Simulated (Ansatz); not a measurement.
```xyz
7

N    -0.4540    0.2070   -0.9059
Si    0.1761   -0.0555    0.6658
O     1.5035   -0.9112    0.2860
F     0.5384    1.3271    1.3553
H     0.1316    0.6363   -1.6078
H    -1.0827   -0.4685   -1.3138
H    -0.8129   -0.7353    1.5204
```

Charge 0, multiplicity 2.

Q: List the CAM-B3LYP/def2-TZVPP orbital energies in eV (the Gaussian-basis code of Ansatz). (Estimate.)

A: Ansatz gave: α occupied: -1802.41, -673.59, -523.64, -392.20, -146.80, -102.17, -102.15, -102.10, -34.77, -29.18, -26.37, -17.37, -16.39, -15.27, -14.47, -14.36, -13.25, -13.02, -12.00, -11.12, -10.26. α empty: 1.39, 2.18, 2.56, 2.98, 4.00, 4.71, 5.78, 6.55. β occupied: -1802.42, -673.59, -523.05, -392.06, -146.81, -102.18, -102.16, -102.11, -34.77, -27.61, -25.94, -17.26, -16.30, -15.05, -14.45, -14.19, -12.72, -11.89, -10.65, -9.96. β empty: -3.48, 1.49, 2.33, 2.64, 3.01, 4.04, 4.79, 5.81. ⟨S²⟩ = 0.757.
